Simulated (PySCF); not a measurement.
## Telling isomers of C8H11ClO apart by NMR

All values are calculated (PySCF 2.14): GFN2-xTB structure, shielding tensors at PBE0/pcSseg-1 (GIAO). One computed conformer, relativity neglected, in vacuum, rapidly exchanging positions averaged.

Referencing at the same level of theory: ¹H and ¹³C against TMS. Where no couplings were computed, multiplicities follow the n + 1 count of equivalent neighbours, and m marks all less simple cases (inequivalent or close neighbours, rings, F or P nearby). Shifts are as computed. Against solution values, carbons near 30 ppm lie about +3 ppm off and those near 130 ppm about +5 ppm; carbons on Cl a further +6 ppm. Of 1211 compounds with measured shifts, 218 miss one by over three times the rms of a fit or turn the order of signals round; such compounds aren't used in these exercises. Carbons bonded to Cl come out too deshielded.

(1) Tabulate the signals of `C=C[C@@H]1C[C@H](C(=O)Cl)[C@H]1C`, `C=C/C(C)=C(\CC)C(=O)Cl`, `C=C/C(C(=O)Cl)=C(\C)CC`, `C=C[C@@]1(Cl)CC[C@@H]2O[C@@H]2C1`, `C=C[C@@]1(C)C[C@@]1(C)C(=O)Cl` and their relative energies.

(2) What is the quickest way to tell C=C[C@@H]1C[C@H](C(=O)Cl)[C@H]1C from C=C/C(C(=O)Cl)=C(\C)CC?

(3) What is the quickest way to tell C=C/C(C)=C(\CC)C(=O)Cl from C=C[C@@]1(C)C[C@@]1(C)C(=O)Cl?

(4) What is the quickest way to tell C=C/C(C)=C(\CC)C(=O)Cl from C=C/C(C(=O)Cl)=C(\C)CC?

## Answers

(1) 
```json
{"SMILES": "C=C[C@@H]1C[C@H](C(=O)Cl)[C@H]1C", "carbon types": "1×C 4×CH 2×CH2 1×CH3", "δC": "185.7, 151.3, 121.2, 52.8, 46.7, 45.2, 26.1, 22.9", "δH": "6.08 (m, 1H), 5.28 (m, 1H), 5.21 (m, 1H), 2.72 (m, 1H), 2.35 (m, 1H), 2.16 (m, 1H), 2.12 (m, 1H), 2.04 (m, 1H), 1.42 (d, 3H)", "E rel. (kcal/mol)": "0.0"}
{"SMILES": "C=C/C(C)=C(\\CC)C(=O)Cl", "carbon types": "3×C 1×CH 2×CH2 2×CH3", "δC": "176.6, 168.0, 148.8, 137.1, 132.3, 28.9, 27.9, 15.8", "δH": "7.31 (m, 1H), 6.10 (m, 1H), 6.02 (m, 1H), 2.86 (q, 2H), 2.59 (s, 3H), 1.05 (t, 3H)", "E rel. (kcal/mol)": "0.3"}
{"SMILES": "C=C/C(C(=O)Cl)=C(\\C)CC", "carbon types": "3×C 1×CH 2×CH2 2×CH3", "δC": "177.3, 171.8, 142.4, 136.7, 132.9, 36.3, 25.3, 15.7", "δH": "6.62 (m, 1H), 5.97 (m, 1H), 5.72 (m, 1H), 2.48 (q, 2H), 2.05 (s, 3H), 1.20 (t, 3H)", "E rel. (kcal/mol)": "2.0"}
{"SMILES": "C=C[C@@]1(Cl)CC[C@@H]2O[C@@H]2C1", "carbon types": "1×C 3×CH 4×CH2", "δC": "151.0, 119.8, 71.5, 49.3, 49.2, 40.1, 36.4, 28.0", "δH": "6.10 (m, 1H), 5.52 (m, 1H), 5.39 (m, 1H), 2.80 (m, 1H), 2.65 (m, 1H), 2.58 (m, 1H), 2.41 (m, 1H), 2.15 (m, 1H), 2.05 (m, 1H), 1.72 (m, 1H), 1.60 (m, 1H)", "E rel. (kcal/mol)": "9.8"}
{"SMILES": "C=C[C@@]1(C)C[C@@]1(C)C(=O)Cl", "carbon types": "3×C 1×CH 2×CH2 2×CH3", "δC": "186.4, 149.7, 122.4, 39.9, 38.5, 36.8, 21.8, 19.6", "δH": "6.27 (m, 1H), 5.55 (m, 1H), 5.46 (m, 1H), 1.92 (m, 1H), 1.61 (s, 3H), 1.42 (s, 3H), 0.85 (m, 1H)", "E rel. (kcal/mol)": "3.0"}
```

Energies are electronic energies at PBE0/pcSseg-1 on these geometries, without zero-point or thermal terms, each for the one conformer computed, which needn't be the lowest.

(2) Both give the same number of carbon signals, but DEPT or the intensities differ. The first has an sp3 CH α to a carbonyl at 52.8 ppm, the second an α carbon of a C=C–C=O unit (C) at 136.7 ppm. Their most deshielded carbons lie at 185.7 and 177.3 ppm. In the proton spectra the most deshielded non-exchanging signals are 6.08 (m, 1H) and 6.62 (m, 1H).

(3) Both give the same number of carbon signals, with the same numbers of each carbon type, so the positions decide. The first has an α carbon of a C=C–C=O unit (C) at 137.1 ppm, the second a three-membered-ring carbon (C) at 39.9 ppm. Their most deshielded carbons lie at 176.6 and 186.4 ppm. In the proton spectra the most deshielded non-exchanging signals are 7.31 (m, 1H) and 6.27 (m, 1H).

(4) Both give the same number of carbon signals, with the same numbers of each carbon type, so the positions decide. The first has an allylic sp3 CH2 at 28.9 ppm, the second an allylic sp3 CH2 at 36.3 ppm. Their most deshielded carbons lie at 176.6 and 177.3 ppm. In the proton spectra the most deshielded non-exchanging signals are 7.31 (m, 1H) and 6.62 (m, 1H).
